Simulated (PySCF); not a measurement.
# Cu⁻ (copper, charge -1) across methods

[Ar] 3d10 4s2, closed-shell 1S. Computed with PySCF 2.14 in x2c-TZVPPall with one added diffuse shell each of s, p, d, f type (7s6p5d3f1g, 80 functions), with scalar relativity by spin-free X2C-1e.

| method | E (hartree) | mean ε 3p (eV) | mean ε 3d (eV) | mean ε 4s (eV) | Σ⟨r²⟩ (bohr²) | ⟨S²⟩ |
| --- | --- | --- | --- | --- | --- | --- |
| UHF | -1653.13329 | -86.006 | -7.513 | -0.568 | 70.61 | 0.000 |
| LDA | -1651.956 | -65.634 | 1.077 | 0.833 | 57.78 | 0.000 |
| MN15 | -1655.820 | -69.635 | -2.348 | -0.447 | 61.54 | 0.000 |
| r2SCAN | -1654.772 | -68.103 | 1.232 | 0.815 | 57.63 | 0.000 |
| PBE | -1654.579 | -65.891 | 1.244 | 0.952 | 59.14 | 0.000 |
| PBEsol | -1653.199 | -65.706 | 1.255 | 0.968 | 58.26 | 0.000 |
| M06-2X | -1654.799 | -75.574 | -3.652 | 0.099 | 66.33 | 0.000 |
| PBE0 | -1654.548 | -70.837 | -0.798 | 0.460 | 59.73 | 0.000 |

(1) Estimate the same row for revPBE.

The highest occupied level is positive at LDA, revPBE, r2SCAN, PBE, PBEsol, M06-2X, PBE0: only the finite basis holds that electron, which in a density functional comes from self-interaction.

Answers

(1) E (hartree) = -1654.730; mean ε 3p (eV) = -65.892; mean ε 3d (eV) = 1.290; mean ε 4s (eV) = 1.001; Σ⟨r²⟩ (bohr²) = 59.54; ⟨S²⟩ = 0.000.
